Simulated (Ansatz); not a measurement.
[SnCl3]- (SnCl3⁻). Total charge -1; singlet. Geometry PBE-D4/def2-SVPD, basis def2-TZVPD, Ansatz.

```csv
run,HOMO (eV),LUMO (eV)
A,-2.19,2.31
B,-2.24,2.52
C,-2.98,2.84
D,-5.32,4.24
E,-3.88,3.41
```

In the def2 sets Sn takes a core potential; there is no spin–orbit coupling. LC-ωPBE has ω = 0.4 bohr⁻¹.

The runs used B97M-V, BHLYP, LC-ωPBE, PBE0, r2SCAN. Estimate which is which.

A B97M-V (0 % exact exchange); B r2SCAN (0 % exact exchange); C PBE0 (25 % exact exchange); D LC-ωPBE (range-separated); E BHLYP (50 % exact exchange). Exact exchange lowers occupied and raises empty levels; among semilocal functionals meta-GGAs tend to open the gap a little, and such runs are hard to tell apart. The gap grows from 4.50 eV (B97M-V) to 9.56 eV (LC-ωPBE).
